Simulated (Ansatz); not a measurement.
Basis sets compared for Pb₅Se₁₀. Total charge 0; singlet. Geometry PBE-D4/def2-SVP. Ansatz on 2 threads of AMD EPYC 7R13 on a shared host and a share (18 GiB) of an NVIDIA H100 80GB HBM3; times are rough, and most runs start from earlier orbitals.

```xyz
15

Pb   -2.2632    0.8760   -0.4865
Pb   -2.0189   -3.0271   -2.6476
Pb    0.5352   -1.9164    0.3514
Pb    1.8466    3.5934    0.5332
Pb    0.7647    1.6723    3.2886
Se    3.2684    3.4276   -1.8572
Se   -0.2554    2.9893   -1.3563
Se   -0.5117   -0.7422   -2.1095
Se   -2.8457   -3.6653    0.0224
Se   -0.7863   -4.6611   -0.6891
Se   -2.1200   -1.4288    1.3953
Se   -1.7110    1.0158    2.3820
Se    1.6183    1.7185   -2.2455
Se    2.0955    0.6163    0.6049
Se    2.3834   -0.4682    2.8139
```

In the def2 sets Pb takes a core potential; there is no spin–orbit coupling. Single mean-field runs in def2-SVP, def2-TZVP are fitted with def2-universal-jkfit. Another isomer (singlet) lies 1.32 eV lower at PBE0-D4/def2-TZVP; other spin states weren't run for this one.

Binding counts from free atoms (Pb triplet, Se triplet) in the same basis, without a counterpoise term.

```json
{"level": "PBE-D4/def2-SVP (with forces)", "functions": "450", "energy (Eh)": "-24974.2403", "HOMO (eV)": "-4.79", "LUMO (eV)": "-3.34", "binding per atom (eV)": "2.98", "wall time": "6.5 s"}
{"level": "PBE0-D4/def2-SVP", "functions": "450", "energy (Eh)": "-24974.7909", "HOMO (eV)": "-5.72", "LUMO (eV)": "-2.92", "binding per atom (eV)": "2.75", "wall time": "7.5 s"}
```

Question: Estimate the rows for PBE-D4/def2-TZVP, PBE0-D4/def2-TZVP.

Answer: 
```json
{"level": "PBE-D4/def2-TZVP", "functions": "730", "energy (Eh)": "-24977.2155", "HOMO (eV)": "-4.87", "LUMO (eV)": "-3.41", "binding per atom (eV)": "2.98", "wall time": "7.5 s"}
{"level": "PBE0-D4/def2-TZVP", "functions": "730", "energy (Eh)": "-24977.7609", "HOMO (eV)": "-5.75", "LUMO (eV)": "-2.93", "binding per atom (eV)": "2.77", "wall time": "12 s"}
```
